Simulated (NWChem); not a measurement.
# CH6MgOSi; SMILES [CH3][Mg][O][SiH3]

```xyz
10

Mg    -0.7728     0.6742     0.5441
C     -1.9808     1.6153     1.9551
H     -2.1059     0.9964     2.8518
H     -2.9809     1.8191     1.5540
H     -1.5527     2.5733     2.2738
O      0.2788    -0.1446    -0.6841
Si     1.2236    -0.8836    -1.7873
H      0.4271    -1.7161    -2.7408
H      2.2235    -1.7947    -1.1496
H      1.9962     0.0967    -2.6112
```
Atoms are numbered in this order, from 1.

Level: B3LYP/6-31G* (spherical d) (NWChem), optimised geometry, unscaled harmonic frequencies. B3LYP is NWChem's, with the RPA form of VWN correlation.

```json
[
 {"frequency (cm⁻¹)": "5", "IR intensity (km/mol)": "0.0"},
 {"frequency (cm⁻¹)": "36", "IR intensity (km/mol)": "0.0"},
 {"frequency (cm⁻¹)": "36", "IR intensity (km/mol)": "0.0"},
 {"frequency (cm⁻¹)": "131", "IR intensity (km/mol)": "38.0"},
 {"frequency (cm⁻¹)": "131", "IR intensity (km/mol)": "38.0"},
 {"frequency (cm⁻¹)": "378", "IR intensity (km/mol)": "1.7"},
 {"frequency (cm⁻¹)": "620", "IR intensity (km/mol)": "97.1"},
 {"frequency (cm⁻¹)": "620", "IR intensity (km/mol)": "97.1"},
 {"frequency (cm⁻¹)": "637", "IR intensity (km/mol)": "31.2"},
 {"frequency (cm⁻¹)": "746", "IR intensity (km/mol)": "69.1"},
 {"frequency (cm⁻¹)": "746", "IR intensity (km/mol)": "69.1"},
 {"frequency (cm⁻¹)": "967", "IR intensity (km/mol)": "97.0"},
 {"frequency (cm⁻¹)": "967", "IR intensity (km/mol)": "97.0"},
 {"frequency (cm⁻¹)": "1040", "IR intensity (km/mol)": "342.8"},
 {"frequency (cm⁻¹)": "1072", "IR intensity (km/mol)": "516.0"},
 {"frequency (cm⁻¹)": "1205", "IR intensity (km/mol)": "0.1"},
 {"frequency (cm⁻¹)": "1493", "IR intensity (km/mol)": "0.2"},
 {"frequency (cm⁻¹)": "1493", "IR intensity (km/mol)": "0.2"},
 {"frequency (cm⁻¹)": "2198", "IR intensity (km/mol)": "258.3"},
 {"frequency (cm⁻¹)": "2198", "IR intensity (km/mol)": "258.3"},
 {"frequency (cm⁻¹)": "2211", "IR intensity (km/mol)": "155.5"},
 {"frequency (cm⁻¹)": "3036", "IR intensity (km/mol)": "17.8"},
 {"frequency (cm⁻¹)": "3112", "IR intensity (km/mol)": "14.6"},
 {"frequency (cm⁻¹)": "3112", "IR intensity (km/mol)": "14.6"}
]
```

The zero-point energy is 40.3 kcal/mol, the thermal correction to the enthalpy at 298.15 K (with zero-point energy) is 45.9 kcal/mol and the heat capacity Cv is 23.5 cal/(mol K). The entropy at 298.15 K and 1 atm (symmetry number 3) is 91.9 cal/(mol K) and the dipole moment is 2.10 D.

Rigid rotor and harmonic oscillator; modes under 100 cm⁻¹ make the entropy uncertain.
